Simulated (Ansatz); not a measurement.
Cost and result for the atomization energy of CH₇BrO₂Si₂ (`CO[Si](O)([SiH3])Br`) (13 atoms, 12 bonds).

Cartesian coordinates in Å:
```
C -1.799 1.117 -0.218
O -1.142 -0.032 -0.709
Si 0.054 -0.860 0.025
O 0.298 -2.241 -0.799
Si 2.084 0.281 0.173
Br -0.635 -1.309 2.114
H -2.265 0.919 0.752
H -1.106 1.957 -0.112
H -2.573 1.392 -0.935
H -0.449 -2.829 -0.932
H 1.842 1.580 0.856
H 3.052 -0.517 0.967
H 2.638 0.542 -1.182
```

Charge 0, multiplicity 1. Correlated methods include outer-core shells of Br, which these sets cover unevenly. Scalar relativity is left out up to krypton. All single points use the PBE0-D4/def2-TZVP geometry. It is one conformer, not always the lowest. Program: Ansatz. All runs use 2 threads of an AMD EPYC 7R13 on a shared host and a share of an NVIDIA H100 80 GB. Times are those of one run each, without the atoms' runs, and a repeat can differ threefold. Electronic energies, without spin–orbit coupling; frozen cores. CCSD(T)/CBS adds CCSD(T) − MP2 in def2-TZVPP to the MP2 limit, and its time is that of the two runs behind it. T1 = 0.011. With those shells the extrapolation isn't a true limit. B3LYP takes the VWN-RPA correlation (the form of Gaussian; ORCA's B3LYP/G).

CCSD(T)/CBS is a level of theory with its own doubt, some kJ/mol a heavy atom from the limit and from the frozen cores, so smaller differences don't rank the functionals.

```tsv
level	functions	wall time	atomization (kJ/mol)	difference from CCSD(T)/CBS	per bond
PBE-D4/def2-TZVPP (with forces)	323	4.3 s	4655.2	15.1	1.3
PBE0-D4/def2-TZVPP	323	5.5 s	4585.1	-55.0	-4.6
B2PLYP/def2-TZVPP	323	6 s	4549.8	-90.3	-7.5
r2SCAN-D4/def2-TZVPP (with forces)	323	7 s	4629.1	-11.0	-0.9
B3LYP-D4/def2-TZVPP (with forces)	323	7 s	4598.6	-41.5	-3.5
MP2/def2-QZVPP	610	8.5 s	4658.4	18.3	1.5
ωB97X-V/def2-TZVPP	323	9.5 s	4637.6	-2.5	-0.2
ωB97M-V/def2-TZVPP (with forces)	323	9.5 s	4621.1	-19.0	-1.6
CCSD(T)/def2-TZVPP	323	16 s	4499.3	-140.8	-11.7
CCSD(T)/CBS(def2)	–	25 s	4640.1	0.0	0.0
```

From PBE to PBE0 (25 % exact exchange), in def2-TZVPP and without D4, the atomization energy moves by −65.3 kJ/mol: exact exchange takes away binding that semilocal exchange gives to molecules. The D4 term adds +57.9 kJ/mol with B3LYP and +30.9 kJ/mol with PBE0; it sums over pairs of atoms, weighted by their polarisabilities, and B3LYP, whose exchange is more repulsive, gets the larger term. In def2-TZVPP, CCSD(T) changes the Hartree–Fock value by +1132.5 kJ/mol (the triples alone add +65.4 kJ/mol) and MP2 by +1207.9 kJ/mol; breaking electron pairs costs correlation energy, which Hartree–Fock lacks.
